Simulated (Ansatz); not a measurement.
Computed with Ansatz on PBE0-D4/def2-TZVP structures; ΔE is electronic, products minus reactants. CBS: MP2 limit from def2 TZ/QZ plus the TZ coupled-cluster correction, frozen cores. This one scheme is used for every species. Functionals use def2-TZVPP. B3LYP here is the variant with VWN-RPA as its local correlation; programs differ in this. For Ge outer-core shells are correlated without core-valence functions, which leaves a few kJ/mol of doubt a bond. Scalar relativity is left out up to krypton. Each species was taken in one conformer, which may not be the lowest.

Consider the formal exchange of groups at a C–B bond: `O[SiH2]CBS` + `[OH][GeH3]` → `O[SiH2][CH2][GeH2][OH]` + `BS`.

`O[SiH2]CBS`:

Z-matrix (Å, degrees):
```
Si
C 1 1.882
O 1 1.648 2 112.4
H 1 1.482 2 109.7 3 -116.5
H 1 1.489 2 108.5 3 123.5
B 2 1.544 1 110.6 3 -60.7
H 2 1.095 1 105.0 3 59.8
H 2 1.096 1 105.7 3 175.2
H 3 0.958 1 118.1 2 64.5
S 6 1.787 2 119.9 1 -98.2
H 6 1.196 2 121.9 1 78.4
H 10 1.342 6 98.5 2 176.4
```

`[OH][GeH3]`:

Cartesian coordinates in Å:
```
O 0.681 -0.083 1.188
Ge -0.057 -0.046 -0.434
H 0.096 0.259 1.868
H 1.022 -0.623 -1.354
H -0.409 1.404 -0.818
H -1.333 -0.910 -0.450
```

`O[SiH2][CH2][GeH2][OH]`:

Z-matrix (Å, degrees):
```
Si
C 1 1.877
O 1 1.639 2 110.6
H 1 1.492 2 107.3 3 122.9
H 1 1.484 2 110.7 3 -118.6
Ge 2 1.938 1 112.5 3 -57.5
H 2 1.093 1 109.8 3 63.6
H 2 1.095 1 109.8 3 -178.1
H 3 0.969 1 112.6 2 43.0
O 6 1.805 2 103.2 1 38.2
H 6 1.542 2 112.8 1 -78.0
H 6 1.542 2 114.4 1 155.1
H 10 0.959 6 114.4 2 -174.1
```

`BS`:

Z-matrix (Å, degrees):
```
B
S 1 1.765
H 1 1.192 2 115.8
H 1 1.190 2 121.4 3 -180.0
H 2 1.344 1 99.2 3 180.0
```

(1) Is it downhill or uphill in electronic energy at CCSD(T)/CBS, and by how much? (Best estimate.)

(2) What do these levels give: PBE-D4, PBE0-D4, ωB97M-V, B2PLYP, PBE0, B3LYP, HF/def2-TZVPP, MP2/def2-TZVPP, SCS-MP2/def2-TZVPP, MP2/def2-QZVPP, HF/CBS(def2), MP2/CBS(def2)? (Best estimate.)

Largest T1 diagnostic among the species: 0.015.

## Answers

(1) Ansatz gave: Downhill: ΔE = -0.07 eV.

(2) Ansatz gave: PBE-D4 0.02, PBE0-D4 0.01, ωB97M-V -0.03, B2PLYP -0.03, PBE0 0.03, B3LYP 0.01, HF/def2-TZVPP 0.02, MP2/def2-TZVPP -0.07, SCS-MP2/def2-TZVPP -0.06, MP2/def2-QZVPP -0.07, HF/CBS(def2) 0.03, MP2/CBS(def2) -0.07 eV.

The D4 term adds −0.04 eV with B3LYP and −0.02 eV with PBE0; it sums over pairs of atoms, weighted by their polarisabilities, and B3LYP, whose exchange is more repulsive, gets the larger term. In def2-TZVPP, CCSD(T) changes the Hartree–Fock value by −0.09 eV (the triples alone add −0.01 eV) and MP2 by −0.09 eV.
